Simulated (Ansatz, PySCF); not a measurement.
The pair A = CH4 (SMILES C) (first 5 atoms), B = HI (SMILES I); geometry from B3LYP-D3(BJ)/def2-TZVP.
(charge 0, multiplicity 1):
| atom | x (Å) | y (Å) | z (Å) |
|---|---|---|---|
| C | -0.1406 | -0.0624 | -0.1220 |
| H | -0.9665 | 0.4336 | 0.3869 |
| H | -0.2462 | 0.0772 | -1.1969 |
| H | 0.8051 | 0.3694 | 0.2042 |
| H | -0.1561 | -1.1282 | 0.1040 |
| I | 0.2620 | -0.6072 | 4.1568 |
| H | 0.1332 | -0.4224 | 2.5576 |

Correlated levels freeze the cores. Filled d and f shells under p-block atoms count as core. CBS: X⁻³ extrapolation of the correlation energy, Hartree–Fock from the larger set. MP2 and its Hartree–Fock in def2-QZVPPD are density fitted.

Codes used: Ansatz (a quantum-chemistry and plane-wave program) with Gaussian orbitals; PySCF for the dispersion terms. Values without a source in brackets are computed. In def2 rows elements past Kr take small-core potentials, without spin–orbit coupling.

The monomers are drawn apart, rigid, along the line of their centres of mass. Counterpoise-corrected interaction energies (kcal/mol):

```csv
level,R = 5.407 Å,R = 6.494 Å
PBE/def2-TZVPPD,-0.2152,-0.0472
PBE-D3(BJ)/def2-TZVPPD,-0.4419,-0.1163
wB97M-V/def2-TZVPPD,-0.3023,-0.0943
"MP2/CBS(def2-TZVPPD, def2-QZVPPD) + ΔCCSD(T)/def2-TZVPPD",-0.3305,-0.0975
```

**Question.** R is the distance of the centres of mass. Find the local exponent m of E ∝ R⁻ᵐ between the two points.

**Answer.** 
m = ln(E₁/E₂)/ln(R₂/R₁): PBE/def2-TZVPPD 8.3; PBE-D3(BJ)/def2-TZVPPD 7.3; wB97M-V/def2-TZVPPD 6.4; MP2/CBS(def2-TZVPPD, def2-QZVPPD) + ΔCCSD(T)/def2-TZVPPD 6.7. For scale, two fixed dipoles give m = 3, dipole and quadrupole 4, quadrupoles 5, and dispersion or dipole-induced dipole 6 at long range; at these distances several terms mix, and what is left of overlap and damping shifts m, so it need not match one of them.
